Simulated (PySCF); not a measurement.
Compound: [IrCl6]3- (charge -3 and singlet state).
Geometry (PBE0-D3(BJ)/def2-SVP, Å), atoms numbered from 1 in this order:
```
atom  x, y, z in Å
Ir1    0.000    0.000    0.000
Cl2   -0.019   -0.009    2.432
Cl3    0.020    0.010   -2.432
Cl4    2.433    0.001    0.020
Cl5   -2.432   -0.003   -0.020
Cl6   -0.008    2.432    0.011
Cl7    0.006   -2.432   -0.010
```

Computed, not measured: PBE0-D3(BJ)/def2-SVP geometry optimisation, gas phase, def2 core potentials past Kr in PySCF.

(1) Which atoms are bound to Ir1, and at what distances?

(2) List the angles at Ir1.

(3) What is the shape at Ir1?

(4) What are the rotational constants (commonest isotopes, rigid rotor)?

Results:

(1) 6 atoms: Cl6 2.432 Å, Cl4 2.432 Å, Cl2 2.432 Å, Cl3 2.432 Å, Cl5 2.432 Å, Cl7 2.433 Å.

(2) 
| angle | degrees | distance of the outer atoms (Å) |
| --- | --- | --- |
| Cl2–Ir1–Cl3 | 180.0 | 4.86 |
| Cl4–Ir1–Cl5 | 180.0 | 4.86 |
| Cl6–Ir1–Cl7 | 179.9 | 4.86 |
| Cl4–Ir1–Cl6 | 90.2 | 3.44 |
| Cl5–Ir1–Cl7 | 90.1 | 3.44 |
| Cl3–Ir1–Cl6 | 90.0 | 3.44 |
| Cl3–Ir1–Cl4 | 90.0 | 3.44 |
| Cl2–Ir1–Cl7 | 90.0 | 3.44 |
| Cl2–Ir1–Cl5 | 90.0 | 3.44 |
| Cl3–Ir1–Cl7 | 90.0 | 3.44 |
| Cl2–Ir1–Cl4 | 90.0 | 3.44 |
| Cl3–Ir1–Cl5 | 90.0 | 3.44 |
| Cl2–Ir1–Cl6 | 90.0 | 3.44 |
| Cl4–Ir1–Cl7 | 89.9 | 3.44 |
| Cl5–Ir1–Cl6 | 89.9 | 3.44 |

(3) Octahedral: the three widest angles are 180.0°, 180.0° and 179.9°, the others run from 89.9° to 90.2°.

(4) A = 611.3, B = 610.7, C = 610.0 MHz: a spherical top.

Point group: Oh (every atom within 0.08 Å of its image). Charge -3, singlet. Whether so highly charged an anion holds all its electrons in the gas phase wasn't checked; a finite basis holds them in any case. No counter-ion or solvent screens the charge of this multiply charged ion. The geometry's basis has no diffuse functions, a weakness for an anion. No frequency check.
